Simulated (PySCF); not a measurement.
## Correlation energy of Hg (mercury, neutral)

[Xe] 4f14 5d10 6s1 7s1, high-spin 3S determinant (an excited configuration). Computed with PySCF 2.14 in aug-cc-pVTZ-PP with ECP60MDF, with a scalar-relativistic core potential. Frozen: 5s2 5p6; 12 electrons correlated.

| level | correlation energy (mhartree) |
| --- | --- |
| CCSD | -365.54 |
| (T) | -14.21 |
| CCSD(T) | -379.75 |

Diagnostics: T1 = 0.0090, D1 = 0.0401, largest double amplitude 0.027.

Question: Is a single reference adequate?

Answer: Yes, within this model without spin-orbit coupling: T1 lies below 0.03 and no double amplitude reaches 0.07.
